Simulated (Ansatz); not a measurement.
`[OH][Hf]([Cl])([Cl])[Cl]` + H–F → `[OH][Hf]([F])([Cl])[Cl]` + HCl at 700 K and 1 bar (ligand exchange at the Hf–Cl bond).

Gas-phase electronic energies from Ansatz, PBE0-D4/def2-TZVP geometries. CCSD(T)/CBS adds triple-zeta CCSD(T) − MP2 to the extrapolated MP2 energy (def2 sets, frozen cores). This one scheme is used for every species. def2 core potentials past Kr. For Hf outer-core shells are correlated without core-valence functions, which leaves a few kJ/mol of doubt a bond. Each species was taken in one conformer, which may not be the lowest.

```json
{"species": "`[OH][Hf]([Cl])([Cl])[Cl]`", "CCSD(T)/CBS energy (Eh)": "-1503.31799", "H − E (kJ/mol)": "113.6", "S (J/(mol·K))": "489.8"}
{"species": "H–F", "CCSD(T)/CBS energy (Eh)": "-100.39570", "H − E (kJ/mol)": "45.2", "S (J/(mol·K))": "198.5"}
{"species": "`[OH][Hf]([F])([Cl])[Cl]`", "CCSD(T)/CBS energy (Eh)": "-1143.33676", "H − E (kJ/mol)": "114.2", "S (J/(mol·K))": "486.3"}
{"species": "HCl", "CCSD(T)/CBS energy (Eh)": "-460.38127", "H − E (kJ/mol)": "38.4", "S (J/(mol·K))": "211.8"}
```

H − E and S are ideal-gas, rigid-rotor, harmonic terms from PBE0-D4/def2-TZVP, for one conformer and one mirror image of each species. 1 Eh = 2625.50 kJ/mol, R = 8.31446 J/(mol·K).

Task: By hand: ΔE, ΔH, ΔS and ΔG.

Result: ΔE = (-1143.33676) + (-460.38127) − (-1503.31799) − (-100.39570) = -0.00434 Eh = -11.4 kJ/mol. Δ(H − E) = 114.2 + 38.4 − 113.6 − 45.2 = -6.2, so ΔH = -17.6 kJ/mol. ΔS = 486.3 + 211.8 − 489.8 − 198.5 = 9.8 J/(mol·K). ΔG = -17.6 − 700 × (9.8)/1000 = -24.5 kJ/mol.

Task: By hand: the equilibrium constant, and the temperature at which ΔG would vanish if ΔH and ΔS stayed fixed.

Result: log₁₀ K = −ΔG/(RT ln 10) = 1.8. ΔH and −TΔS have one sign here, so there is no such temperature.

TΔS isn't small against ΔH here. A doubt of 5 kJ/mol in ΔE shifts log₁₀ K by 0.4 here. Other conformers and mirror images would add mixing entropy, several J/(mol·K) or more a flexible species. These are equilibria of isolated gas molecules and say nothing of rates. Largest T1 diagnostic: 0.015 (customary marks: 0.02 for closed shells, 0.045 for open ones).

ΔS is within the doubt of such terms, so its sign, and with it that verdict, could turn.
